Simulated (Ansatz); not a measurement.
Gas-phase electronic energies from Ansatz, PBE0-D4/def2-TZVP geometries. CCSD(T)/CBS adds triple-zeta CCSD(T) − MP2 to the extrapolated MP2 energy (def2 sets, frozen cores). def2 core potentials past Kr. For Sn outer-core shells are correlated without core-valence functions, which leaves a few kJ/mol of doubt a bond. Each species was taken in one conformer, which may not be the lowest.

Consider the substitution at a C–Sn bond: `[CH3][SnH]([CH3])[CH3]` + `C=NC(=N)O` → `C=N/C(O)=N\C` + `[CH3][SnH2][CH3]`.

`[CH3][SnH]([CH3])[CH3]`:

Z-matrix (Å, degrees):
```
C
Sn 1 2.145
H 1 1.091 2 110.4
H 1 1.091 2 110.4 3 120.2
H 1 1.091 2 110.0 3 -119.9
C 2 2.145 1 109.6 3 -180.0
C 2 2.145 1 109.6 3 59.7
H 2 1.719 1 109.3 3 -60.1
H 6 1.091 2 110.4 1 59.6
H 6 1.091 2 110.4 1 179.8
H 6 1.091 2 110.0 1 -60.3
H 7 1.091 2 110.0 1 60.2
H 7 1.091 2 110.4 1 -59.7
H 7 1.091 2 110.4 1 -179.9
```

`C=NC(=N)O`:

Z-matrix (Å, degrees):
```
C
N 1 1.266
H 1 1.092 2 123.7
H 1 1.089 2 118.1 3 -180.0
C 2 1.403 1 118.6 3 -0.0
O 5 1.345 2 116.0 1 -0.4
N 5 1.262 2 123.4 1 179.6
H 6 0.965 5 106.0 2 180.0
H 7 1.016 5 109.2 2 0.0
```

`C=N/C(O)=N\C`:

```xyz
12

C    -0.381    1.726    1.313
N    -0.047    0.581    0.890
C    -0.227    0.281   -0.463
O    -0.788    1.259   -1.210
N     0.090   -0.810   -1.010
C     0.688   -1.871   -0.248
H    -0.806    2.507    0.680
H    -0.234    1.944    2.370
H    -0.842    0.900   -2.104
H     0.806   -1.639    0.814
H     0.076   -2.771   -0.355
H     1.666   -2.106   -0.675
```

`[CH3][SnH2][CH3]`:

Cartesian coordinates in Å:
```
C -1.733 0.175 -0.447
Sn 0.223 -0.697 -0.394
C 1.519 0.495 0.826
H -2.400 -0.425 -1.067
H -1.681 1.183 -0.861
H -2.145 0.230 0.561
H 0.855 -0.792 -1.985
H 0.128 -2.285 0.247
H 1.588 1.505 0.420
H 1.128 0.550 1.842
H 2.518 0.060 0.856
```

```json
{"level": "CCSD/def2-SVP", "ΔE (eV)": "0.40"}
{"level": "SCS-MP2/def2-TZVPP", "ΔE (eV)": "0.59"}
```

What does CCSD(T)/CBS give? (Estimate.)

Computed: +0.63 eV. The listed levels differ from it by -0.23, -0.04 eV.

Largest T1 diagnostic among the species: 0.015.

Leaving LDA and LC-ωPBE aside and taking each functional with its dispersion term where it has one, the values, not all of them listed here, spread over 0.10 eV, from B97M-V to ωB97M-V. LDA lies −0.12 eV from PBE without D4. At CCSD(T), def2-SVP lies −0.25 eV from the extrapolated value and def2-TZVPP −0.04 eV. In def2-TZVPP, CCSD(T) changes the Hartree–Fock value by +0.07 eV (the triples alone add +0.00 eV) and MP2 by +0.11 eV.
